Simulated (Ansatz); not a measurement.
```yaml
crystal:
  periodic: [false, false, false]
  atoms:
    - {symbol: Zn, position_ang: [-0.486948, -0.000971, -0.898113]}
    - {symbol: S, position_ang: [-0.463768, 0.003158, 3.464898]}
    - {symbol: H, position_ang: [-0.373804, 0.965465, 2.472185]}
    - {symbol: H, position_ang: [-0.375287, -0.963441, 2.476413]}
    - {symbol: Cl, position_ang: [0.932064, -0.002703, -2.853697]}
    - {symbol: Cl, position_ang: [3.642369, 0.000171, -3.331375]}
    - {symbol: Cl, position_ang: [-2.474257, -0.000703, -2.098203]}
    - {symbol: Cl, position_ang: [-0.198746, 1.916408, 0.382835]}
    - {symbol: Cl, position_ang: [-0.201614, -1.917376, 0.385047]}
basis:
  gaussian: {orbitals: def2-TZVPD, initial_orbitals: start.molden}
total_charge: -2
magnetization: {spin_polarized: true, initial_magnetization: 1}
hamiltonian: {xc: pbe0, dispersion: d4}
scf: {omitted_lower_state_checks: [starts]}
output: {orbitals: {seedname: orbitals}}
```

The file start.molden holds the orbitals of an earlier run on this structure, at another level or in another basis.

```sh
$ ansatz run in.yaml --threads 4 --pin off --events-out ev --progress --plain --max-ram 4787MiB
```

(1) Does this run fit into the memory that it is given?

Results:

(1) No. It has 345 basis functions, and Ansatz plans for 4.98 GiB where 4.67 GiB are given.
